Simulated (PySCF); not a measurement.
C6H5F2O (doublet state).
Numbering: `[OH:1][C:2]1=[C:3]([F:4])[CH:5]=[CH:6][C:7]([F:8])[CH2:9]1` (hydrogens: H10 on O1; H11 on C5; H12 on C6; H13, H14 on C9)

Structure used (GFN2-xTB), in Å, numbered top down from 1:
```xyz
14
C6H5F2O angstrom
O      2.3068    0.6033   -0.7015
C      1.0216    0.3612   -0.3378
C      0.0822    1.3550   -0.3943
F      0.4560    2.5819   -0.8170
C     -1.2555    1.1673   -0.0333
C     -1.6746   -0.0951    0.4131
C     -0.7873   -1.1114    0.4871
F     -1.1706   -2.3372    0.9148
C      0.6561   -1.0152    0.1248
H      2.8444   -0.1915   -0.6068
H     -1.9397    1.9931   -0.1011
H     -2.7016   -0.2578    0.6968
H      1.2734   -1.2997    0.9944
H      0.8880   -1.7546   -0.6613
```

The hyperfine couplings belong to this conformer and change with its torsions.

Computed with UKS B3LYP, pcH-1 on C F H O, non-relativistic, mean-field spin-orbit, GIAO in PySCF. The structure is a single GFN2-xTB conformer in the gas phase; no vibrational or solvent corrections. A GFN2-xTB geometry isn't a minimum of the functional, and hyperfine couplings can be far from their values at a DFT geometry. The SCF solution wasn't tested for stability. ⟨S²⟩ is 0.784 where a pure state has 0.75.

The largest Mulliken spin populations are on C5 (+0.53), C7 (+0.37), C2 (+0.37) and C6 (-0.20). Three atoms exceed +0.15. The angles at C5 add up to 360.0°, so it is planar.

Q: McConnell's relation a(H) = Q·ρ ties the coupling of a proton on a planar π carbon to the spin population of that carbon. What Q do the computed values give?

A: 
| H | C | ρ(C) | a(H) (G) | a/ρ (G) |
| --- | --- | --- | --- | --- |
| H11 | C5 | +0.532 | -12.76 | -24.0 |
| H12 | C6 | -0.197 | +3.49 | -17.7 |

A least-squares line through the origin gives Q = -23.2 G with Mulliken populations. Where ρ is negative the coupling is positive.

Couplings in gauss use g_iso = 2.0031.

The SMILES draws the unpaired electron on C7; the largest computed Mulliken spin population is on C5 (0.53 against 0.37).
